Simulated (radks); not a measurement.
The numbers below are computed, except where a source is named.
Question: The mean radii <r> (bohr) of the occupied orbitals of an atom or ion are listed with their occupations. Level of theory: Dirac Kohn-Sham, Slater X-alpha with alpha = 0.991, spin-unpolarised, spherical densities, finite nucleus; Fermi nuclear charge, rms radius of each element as measured or else 0.836 A^(1/3) + 0.57 fm (a radial shooting solver on a logarithmic mesh with Libxc functionals).

| orbital | occ. | <r> |
|---|---|---|
| 1s1/2 | 2 | 0.02503 |
| 2s1/2 | 2 | 0.1066 |
| 2p1/2 | 2 | 0.08948 |
| 2p3/2 | 4 | 0.09557 |
| 3s1/2 | 2 | 0.2831 |
| 3p1/2 | 2 | 0.2725 |
| 3p3/2 | 4 | 0.2844 |
| 3d3/2 | 4 | 0.2550 |
| 3d5/2 | 6 | 0.2587 |
| 4s1/2 | 2 | 0.6473 |
| 4p1/2 | 2 | 0.6656 |
| 4p3/2 | 4 | 0.6921 |
| 4d3/2 | 4 | 0.7459 |
| 4d5/2 | 6 | 0.7552 |
| 5s1/2 | 2 | 1.525 |
| 5p1/2 | 2 | 1.702 |
| 5p3/2 | 4 | 1.779 |
| 5d3/2 | 2 | 2.578 |

Name the element and its charge. Open shells, if any, fill j = l - 1/2 first.

Answer: Z = 57, lanthanum, charge +1: La+ in [Xe] 5d2. The 1s radius gives Z: for a bare nucleus <r> = (2 gamma + 1)/(2Z) with gamma = sqrt(1 - (Z/c)^2), 0.02473 bohr for Z = 57, and screening makes it slightly larger (0.02503 here). The occupations add up to 56, and the charge is Z minus that.
